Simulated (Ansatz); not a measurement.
Geometry optimisation, Ansatz 0.2.0, UKS B3LYP/def2-SVP.

The input (input.yaml):

```yaml
crystal:
  periodic: [false, false, false]
  atoms:
    - { symbol: Ga, position_ang: [0.0, 0.0, -0.338314] }
    - { symbol: H, position_ang: [0.0, 0.0, 2.434826] }
    - { symbol: Cl, position_ang: [1.902953, 0.0, -1.445386] }
    - { symbol: Cl, position_ang: [-1.902953, 0.0, -1.445386] }
    - { symbol: H, position_ang: [0.0, 0.0, 3.154259] }
magnetization:
  spin_polarized: true
  initial_magnetization: 1
basis:
  gaussian: { orbitals: def2-SVP }
hamiltonian:
  xc: b3lyp
relax:
  f_tol: 0.03
  max_steps: 50
output:
  orbitals: {}
```

Command:

```bash
$ ansatz run input.yaml --threads 2 --pin off --max-ram 3072MiB --backend cpu --events-out ev --progress --plain --runs-dir out
```

Problem. Where does it end, and by what steps?

Solution. It converged. The force dipped under the threshold on the way, but the program's further checks kept it going. After 4 steps the energy has fallen by 0.064 eV; H5 moved furthest, 0.46 Å.

```json
{"step": "0", "energy less start (eV)": "0.0000", "largest force component (eV/Å)": "1.785", "accepted": "yes"}
{"step": "1", "energy less start (eV)": "-0.0565", "largest force component (eV/Å)": "0.088", "accepted": "yes"}
{"step": "2", "energy less start (eV)": "-0.0619", "largest force component (eV/Å)": "0.066", "accepted": "yes"}
{"step": "3", "energy less start (eV)": "-0.0637", "largest force component (eV/Å)": "0.004", "accepted": "yes"}
{"step": "4", "energy less start (eV)": "-0.0641", "largest force component (eV/Å)": "0.005", "accepted": "yes"}
```

```xyz
5
Properties=species:S:1:pos:R:3
Ga 0.000 0.000 -0.631
H 0.000 0.000 2.849
Cl 1.896 0.000 -1.734
Cl -1.896 0.000 -1.734
H 0.000 0.000 3.610
```

Whether the end is a true minimum wasn't checked by a vibrational analysis.

Run time: 15 s on 2 threads of Arm Neoverse V2, with other jobs on the host, peak memory 0.22 GiB.
